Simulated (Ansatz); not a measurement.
Basis sets compared for Ga6As6H18, a cluster cut from wurtzite GaAs (hydrogen-capped). Total charge 0; singlet. Geometry PBE-D4/def2-SVP. Ansatz on 2 threads of AMD EPYC 7R13 on a shared host and a share (18 GiB) of an NVIDIA H100 80GB HBM3; times are rough, and most runs start from earlier orbitals.

| atom | x (Å) | y (Å) | z (Å) |
| --- | --- | --- | --- |
| As1 | -0.569 | -2.537 | -1.312 |
| Ga2 | -2.423 | -0.864 | -1.020 |
| Ga3 | -0.855 | -1.789 | 2.633 |
| As4 | -2.195 | -0.127 | 1.302 |
| As5 | -1.391 | 1.001 | -2.354 |
| Ga6 | -1.822 | 2.359 | 1.409 |
| Ga7 | 1.762 | -2.078 | -0.488 |
| As8 | 1.425 | -1.179 | 1.762 |
| As9 | 2.211 | -0.042 | -1.894 |
| Ga10 | 0.805 | 2.033 | -1.694 |
| Ga11 | 2.404 | 1.131 | 1.949 |
| As12 | 0.598 | 2.378 | 0.719 |
| H13 | -1.028 | -3.838 | -0.671 |
| H14 | -0.526 | -3.025 | -2.759 |
| H15 | -3.769 | -1.368 | -1.666 |
| H16 | -1.202 | -3.232 | 2.069 |
| H17 | -0.932 | -1.392 | 4.158 |
| H18 | -3.640 | -0.331 | 1.756 |
| H19 | -1.370 | 0.634 | -3.836 |
| H20 | -2.415 | 2.123 | -2.435 |
| H21 | -2.650 | 3.009 | 0.221 |
| H22 | -1.919 | 2.819 | 2.914 |
| H23 | 2.748 | -3.257 | -0.837 |
| H24 | 2.395 | -2.081 | 2.525 |
| H25 | 2.348 | -0.441 | -3.362 |
| H26 | 3.657 | 0.365 | -1.656 |
| H27 | 1.258 | 3.144 | -2.716 |
| H28 | 2.375 | 1.569 | 3.464 |
| H29 | 3.701 | 1.167 | 1.035 |
| H30 | 1.017 | 3.847 | 0.784 |

Single mean-field runs in def2-SVP, def2-TZVP are fitted with def2-universal-jkfit.

Binding counts from free atoms (As quartet, Ga doublet, H doublet) in the same basis, without a counterpoise term.

```json
{"level": "HF/STO-3G", "functions": "234", "energy (Eh)": "-24672.0518", "HOMO (eV)": "-5.56", "LUMO (eV)": "6.98", "binding per atom (eV)": "–", "wall time": "6 s"}
{"level": "PBE-D4/def2-SVP", "functions": "474", "energy (Eh)": "-24968.5747", "HOMO (eV)": "-6.07", "LUMO (eV)": "-2.14", "binding per atom (eV)": "2.56", "wall time": "6.5 s"}
{"level": "PBE0-D4/def2-SVP", "functions": "474", "energy (Eh)": "-24969.2393", "HOMO (eV)": "-7.09", "LUMO (eV)": "-1.42", "binding per atom (eV)": "2.55", "wall time": "6.5 s"}
```

Question: Estimate the rows for HF/def2-TZVP, PBE-D4/def2-TZVP, PBE0-D4/def2-TZVP (with forces).

Answer: 
| level | functions | energy (Eh) | HOMO (eV) | LUMO (eV) | binding per atom (eV) | wall time |
| --- | --- | --- | --- | --- | --- | --- |
| HF/def2-TZVP | 684 | -24955.3889 | -9.36 | 1.47 | 1.71 | 9 s |
| PBE-D4/def2-TZVP | 684 | -24971.7230 | -6.12 | -2.24 | 2.56 | 8 s |
| PBE0-D4/def2-TZVP (with forces) | 684 | -24972.3755 | -7.11 | -1.51 | 2.55 | 13 s |
